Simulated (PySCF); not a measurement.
Se(OMe)(SeH) (CH₄OSe₂), SMILES CO[Se][SeH].

The structure is a stationary point at ωB97X-D3(BJ)/def2-SVP. One conformer was computed; it need not be the lowest.

These are TDA-ωB97X/def2-SVPD (PySCF) values and carry that method's errors.

Vertical excitations. 

```tsv
state	energy (eV)	λ (nm)	f	main pairs
S1	4.14	299	0.007	HOMO→LUMO 63 %, HOMO→LUMO+1 28 %
S2	4.52	275	0.003	HOMO→LUMO+1 66 %, HOMO→LUMO 27 %
S3	4.79	259	0.004	HOMO−1→LUMO 88 %
S4	5.90	210	0.000	HOMO−1→LUMO+1 63 %, HOMO−2→LUMO 29 %
S5	5.97	208	0.001	HOMO−2→LUMO+1 70 %, HOMO−1→LUMO+2 18 %
S6	6.09	204	0.019	HOMO−1→LUMO+2 62 %, HOMO−2→LUMO+1 19 %
S7	6.22	199	0.007	HOMO→LUMO+2 82 %
S8	6.85	181	0.295	HOMO−2→LUMO 52 %, HOMO−1→LUMO+1 21 %
S9	7.43	167	0.057	HOMO→LUMO+3 71 %
S10	7.74	160	0.266	HOMO−4→LUMO 42 %, HOMO−3→LUMO+1 21 %, HOMO→LUMO+4 8 %
T1	3.53	352	0	HOMO→LUMO+1 59 %, HOMO→LUMO 31 %
T2	3.58	346	0	HOMO→LUMO 57 %, HOMO→LUMO+1 32 %
T3	4.17	297	0	HOMO−1→LUMO 88 %
T4	5.22	238	0	HOMO−2→LUMO 62 %, HOMO−1→LUMO+1 13 %, HOMO−4→LUMO 11 %
```
Triplets are in the Tamm–Dancoff approximation.
